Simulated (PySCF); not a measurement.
## A single-point calculation

Pb2F4 (singlet). PySCF 2.14.0, RKS r2SCAN, Pb def2-SVP with ECP60, F def2-SVP; non-relativistic Hamiltonian with scalar-relativistic core potentials where named; density fitting; no spin-orbit coupling. Purpose: all atoms moved at random, sigma 0.06 A.

```python
mol = gto.M(atom='''
Pb     0.00449    -0.43859     1.79524
Pb    -0.00172    -0.48888    -1.85875
F      1.32069    -0.74262     0.02778
F     -1.32877    -0.59664     0.03606
F     -0.05857     1.52140     1.73290
F      0.06387     1.63977    -1.73324''',
    basis={'Pb': 'def2-SVP', 'F': 'def2-SVP'},
    ecp={'Pb': 'def2-SVP'},
    charge=0, spin=0)
mf = dft.RKS(mol, xc='R2SCAN')
mf.grids.atom_grid = (50, 194)
mf = mf.density_fit()  # fitting sets: Pb def2-universal-JKFIT, F def2-universal-JKFIT
mf.conv_tol = 1e-08; mf.max_cycle = 55
mf.kernel(dm0)  # dm0: converged density of the relaxed state
mf.nuc_grad_method().kernel()
```

Run from Python with OMP_NUM_THREADS=2; the lines above give its settings. Where DIIS fails, smearing, a level shift and second-order steps follow.
It took 5.5 s on 2 threads of Arm Neoverse V2, on a shared host, from an already converged density.

Where do the frontier levels lie, over both spins?

HOMO -7.22 eV, LUMO -2.40 eV. 

What are the Mulliken charges and spins?


```tsv
atom	charge (e)	spin (e)
Pb1	0.927	0.000
Pb2	0.957	0.000
F3	-0.482	0.000
F4	-0.480	0.000
F5	-0.459	0.000
F6	-0.463	0.000
```

What forces act on the atoms (eV/Å)?


```
Pb   0.05 -2.31  0.55
Pb   0.01  1.40  1.12
F   -0.11  0.11 -0.70
F    0.05 -0.08 -0.70
F    0.00  2.29 -0.13
F    0.00 -1.42 -0.14
```
Forces carry noise of the integration grid, about 0.01 to 0.03 eV/Å.

How does its energy compare with the relaxed singlet of charge +0 in vacuum?

It lies 0.216 eV higher.
